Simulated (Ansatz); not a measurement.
Ansatz results at the PBE0-D4/def2-TZVP geometry: HOMO energy (PBE/def2-TZVPP) -6.01 eV; HOMO energy (B3LYP/def2-TZVPP) -6.99 eV; HOMO energy (ωB97M-V/def2-TZVPP) -9.45 eV.

Each molecule was computed in one conformer, which needn't be the lowest.

Task: Which molecule gave them?
A. `C[CH2][In]([OH])[SH]`
B. `[CH3][In]([SH])[Cl]`
C. `[NH2][InH][NH2]`
D. `C[O][InH][CH3]`

Result: A. The others give `C[O][InH][CH3]`: -5.68, -6.88, -9.49; `[NH2][InH][NH2]`: -5.34, -6.47, -9.06; `[CH3][In]([SH])[Cl]`: -6.45, -7.40, -9.85.

B3LYP here is the variant with VWN-RPA as its local correlation; programs differ in this.
